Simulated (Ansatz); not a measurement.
Born–Oppenheimer molecular dynamics of BrFH₇HfN₃ (13 atoms, charge 0, multiplicity 1). It starts at the highest image of a converged band. Of that band: The profile has 2 maxima (images 1, 4) with wells between them (image 3): this band takes more than one step, which may be the mechanism or a detour left from its start path. A vibrational analysis at the climbing image gives one clearly imaginary mode, 127i cm⁻¹: a first-order saddle point.

These are results of RKS PBE/def2-SVP (Ansatz), not measurements.

| Item | Value |
| --- | --- |
| ensemble | NVE (velocity Verlet) |
| time step | 0.5 fs |
| steps asked | 200 |
| starting velocities drawn for | 300 K |
| seed | 9676 |

First frame:

```xyz
13
Properties=species:S:1:pos:R:3
Hf -0.281 -0.033 0.026
F -0.013 -0.030 2.142
N 1.713 -0.003 -0.378
H 2.224 -0.616 -1.022
H 2.387 0.640 0.057
N -0.923 1.582 -1.030
H -1.851 2.003 -0.896
H -0.386 2.154 -1.689
N -0.856 -1.705 -0.978
H -0.723 -2.665 -0.635
H -1.419 -1.748 -1.835
Br -2.764 0.291 1.727
H -1.238 0.132 2.306
```

How far do the bonds stretch over the last three quarters of this one trajectory? (Pairs bonded in most of those frames.)


```
    bond  mean (Å)  spread (Å)  shortest  longest
  Hf1–F2     2.198       0.008      2.18     2.21
  Hf1–N3     2.044       0.025      2.00     2.08
  Hf1–N6     2.056       0.061      1.94     2.13
  Hf1–N9     2.033       0.013      2.01     2.05
Hf1–Br12     2.948       0.048      2.84     3.00
 Hf1–H13     2.459       0.054      2.37     2.58
   N3–H4     1.028       0.010      1.01     1.05
   N3–H5     1.031       0.011      1.01     1.05
   N6–H7     1.028       0.016      1.00     1.05
   N6–H8     1.026       0.011      1.01     1.04
  N9–H10     1.030       0.012      1.01     1.05
  N9–H11     1.027       0.007      1.01     1.04
Br12–H13     1.784       0.069      1.64     1.90
```

Pairs bonded in part of these frames only: Hf1–H5 17 %, F2–H13 23 %, Br12–H13 91 %.

Mean temperature of the second half: 157 K. The conserved energy stayed within 0.097 meV per atom of its start (net change 0.042 meV per atom), so the integration is sound. A run of 0.1 ps of so small a system gives no equilibrium averages. The orbitals stay closed-shell, which can raise the energy where a bond breaks towards radicals; this wasn't checked here.

The run took 8.9 min on 4 threads of Arm Neoverse V1, with other jobs on the host, peak memory 0.24 GiB.
